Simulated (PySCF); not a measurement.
# A search over the determinants of GeF⁺

Unrestricted PBE0; Ge def2-TZVPPD, F def2-TZVPPD; no relativity (PySCF 2.14). Outer shells of the fragments: Ge+ 3d10 4s2 4p1; F 2s2 2p5.

Followed along the bond (rough minima from three points):

```csv
2Ms+1,unpaired,⟨S²⟩ at the start,R at minimum (Å),Te (eV)
1,none,0.00,1.68,0.00
3,"σ ↑, π ↑",2.01,1.73,4.88
```

Solutions found at the starting distance of 1.875 Å, counted from the lowest of them; the search is not exhaustive and high or unbound solutions are not listed, so other states can lie among these:

```csv
2Ms+1,unpaired,term,E (eV),⟨S²⟩,⟨Lz²⟩,μ (D)
1,none,¹Σ⁺,0.00,0.00,0.00,-3.87
3,"σ ↑, π ↑",³Π,4.58,2.01,1.00,-2.61
1,"σ ↓, π ↑",mixed,5.10,1.02,1.01,-1.98
3,π ↑↑,mixed,5.69,2.01,2.01,0.75
3,π ↑↑,mixed,5.82,2.01,2.01,0.78
3,σ ↑↑,³Σ⁺,7.09,2.00,0.00,-1.67
```

A term symbol is given only where ⟨S²⟩ and ⟨Lz²⟩ are close to those of a pure state; real π, δ and φ orbitals otherwise mix terms. A positive dipole points towards F; it is taken about the centre of mass and depends on that origin.

Task: Compare the gap between the two lowest followed solutions at the starting distance with the gap between their minima.

Result: At PBE0 the second solution (triplet, unpaired electrons σ ↑, π ↑) lies +4.58 eV from the first (singlet, closed shell) at 1.875 Å and +4.88 eV at the minima; the two curves relax by different amounts, since their minima lie near 1.73 and 1.68 Å.

Counting both spins, an empty level lies below a filled one in some of these solutions, because spin and occupation are held.
